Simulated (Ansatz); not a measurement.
Gas-phase electronic energies from Ansatz, PBE0-D4/def2-TZVP geometries. CCSD(T)/CBS is the MP2 limit (def2-TZVPP, def2-QZVPP) plus CCSD(T) − MP2 in def2-TZVPP, frozen cores. DFT in def2-TZVPP. Elements past krypton have def2 core potentials. For Sn outer-core shells are correlated without core-valence functions, which leaves a few kJ/mol of doubt a bond. Each species was taken in one conformer, which may not be the lowest.

Reaction (ligand exchange at a B–C bond): `B[CH2][SnH2][F]` + `N[SiH]([SiH3])S` → `BN[SiH]([SiH3])S` + `[CH3][SnH2][F]`

`B[CH2][SnH2][F]`:

Z-matrix (Å, degrees):
```
Sn
C 1 2.177
B 1 2.821 2 32.2
F 1 1.925 2 102.5 3 -106.2
H 1 1.703 2 110.6 3 142.1
H 1 1.701 2 117.9 3 8.2
H 2 1.092 1 100.4 3 121.2
H 2 1.090 1 104.1 3 -122.6
H 3 1.198 1 105.2 2 -117.2
H 3 1.199 1 108.8 2 114.4
```

`N[SiH]([SiH3])S`:

Z-matrix (Å, degrees):
```
Si
Si 1 2.339
S 1 2.161 2 107.6
N 1 1.713 2 110.4 3 120.9
H 1 1.487 2 112.3 3 -120.7
H 2 1.488 1 112.1 3 168.7
H 2 1.489 1 109.6 3 47.9
H 2 1.489 1 109.2 3 -70.7
H 3 1.344 1 94.9 2 -47.7
H 4 1.007 1 120.7 2 -53.7
H 4 1.007 1 120.1 2 159.7
```

`BN[SiH]([SiH3])S`:

```xyz
13

B    -0.670    0.022   -1.960
N    -0.934    0.848   -0.864
Si   -0.144    0.790    0.691
Si    1.591   -0.776    0.659
S    -1.518    0.351    2.274
H     0.183   -0.816   -1.862
H    -1.290    0.153   -2.975
H    -1.673    1.532   -0.968
H     0.319    2.153    1.064
H     2.284   -0.678    1.972
H     1.028   -2.145    0.516
H     2.571   -0.522   -0.428
H    -1.746   -0.914    1.880
```

`[CH3][SnH2][F]`:

```xyz
8

C     0.100    0.068    1.159
Sn   -0.221   -0.102   -0.934
F     1.462    0.430   -1.719
H     0.901   -0.606    1.458
H     0.383    1.093    1.397
H    -0.809   -0.188    1.704
H    -1.353    1.002   -1.574
H    -0.461   -1.697   -1.491
```

| species | PBE0-D4 energy (Eh) |
| --- | --- |
| `B[CH2][SnH2][F]` | -380.60210 |
| `N[SiH]([SiH3])S` | -1035.80919 |
| `BN[SiH]([SiH3])S` | -1061.25862 |
| `[CH3][SnH2][F]` | -355.19616 |

(1) Work out ΔE.

Largest T1 diagnostic among the species: 0.013.

Results:

(1) ΔE = (-1061.25862) + (-355.19616) − (-380.60210) − (-1035.80919) = -0.04349 Eh = -1.18 eV. CCSD(T)/CBS gives -1.19 eV.
